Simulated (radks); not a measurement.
Values are calculated unless marked as measured or tabulated.
All-electron atom: O+ in [He] 2s1.5 2p3.5 (fractional occupations, a model configuration).

Code: a radial shooting solver on a logarithmic mesh with Libxc functionals. Model: Dirac Kohn-Sham, PBE, spin-unpolarised, spherical densities, finite nucleus; open shells are shared between the two j in proportion to 2j + 1; Fermi nuclear charge, rms radius 2.6991 fm.

Energy parts (eV):
part                     energy
total                 -2016.862
kinetic                2014.941
electron-nucleus      -4683.856
Hartree                 864.359
exchange-correlation   -212.307

Orbitals (lengths in bohr, moments of r in powers of bohr):
| orbital | occ. | eigenvalue (eV) | <r> |
|---|---|---|---|
| 1s1/2 | 2 | -533.6035 | 0.1994 |
| 2s1/2 | 1.5 | -39.7307 | 1.085 |
| 2p1/2 | 1.16667 | -24.5314 | 1.110 |
| 2p3/2 | 2.33333 | -24.4875 | 1.112 |

The highest occupied level is 2p3/2 at -24.488 eV. The electron density at the nucleus is 318.9 e/bohr^3.
